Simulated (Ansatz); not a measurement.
Geometry optimisation, RHF/6-31G* in Ansatz.

input.yaml

```yaml
crystal:
  periodic: [false, false, false]
  atoms:
    - { symbol: B, position_ang: [0.0, 0.0, 0.0] }
    - { symbol: C, position_ang: [0.0, 0.0, 1.6] }
    - { symbol: H, position_ang: [-0.9996, -0.3092, 1.9705] }
    - { symbol: H, position_ang: [0.7676, -0.7111, 1.9705] }
    - { symbol: H, position_ang: [0.232, 1.0203, 1.9705] }
    - { symbol: C, position_ang: [1.3856, 0.0, -0.8] }
    - { symbol: H, position_ang: [1.7152, -1.0462, -0.9702] }
    - { symbol: H, position_ang: [1.2491, 0.508, -1.7774] }
    - { symbol: H, position_ang: [2.1552, 0.5381, -0.2082] }
    - { symbol: O, position_ang: [-1.2211, 0.0, -0.705] }
    - { symbol: H, position_ang: [-1.7308, -0.8467, -0.4965] }
basis:
  gaussian: { orbitals: "6-31G*" }
hamiltonian:
  xc: hf
relax:
  f_tol: 0.02
  max_steps: 40
```

Launched with:

```bash
$ ansatz run input.yaml --threads 1 --pin off --max-ram 2048MiB --backend cpu --events-out ev --progress --plain --runs-dir out
```

**Question.** Where does it end, and by what steps?

**Answer.** It converged. The force dipped under the threshold on the way, but the program's further checks kept it going. After 15 steps the energy has fallen by 0.679 eV; H11 moved furthest, 0.60 Å.

| step | energy less start (eV) | largest force component (eV/Å) | accepted |
| --- | --- | --- | --- |
| 0 | 0.0000 | 2.835 | yes |
| 1 | -0.3089 | 2.619 | yes |
| 2 | -0.2737 | 5.152 | no |
| 3 | -0.5439 | 1.197 | yes |
| 4 | -0.6426 | 0.604 | yes |
| 5 | -0.5839 | 2.891 | no |
| 6 | -0.6677 | 0.285 | yes |
| 7 | -0.6765 | 0.094 | yes |
| 8 | -0.6776 | 0.029 | yes |
| 9 | -0.6779 | 0.031 | yes |
| 10 | -0.6781 | 0.072 | yes |
| 11 | -0.6783 | 0.035 | yes |
| 12 | -0.6784 | 0.012 | yes |
| 13 | -0.6785 | 0.022 | yes |
| 14 | -0.6785 | 0.033 | yes |
| 15 | -0.6786 | 0.018 | yes |

```xyz
11
Properties=species:S:1:pos:R:3
B 0.026 -0.104 -0.033
C -0.032 -0.104 1.560
H -0.987 -0.426 1.972
H 0.745 -0.733 1.987
H 0.156 0.903 1.931
C 1.398 0.029 -0.815
H 1.916 -0.931 -0.802
H 1.256 0.307 -1.855
H 2.072 0.745 -0.351
O -1.104 -0.216 -0.777
H -1.893 -0.317 -0.263
```

Whether the end is a true minimum wasn't checked by a vibrational analysis.

Time of the run: 22 s on 1 thread of Arm Neoverse V1, with other jobs on the host, peak memory 0.13 GiB.
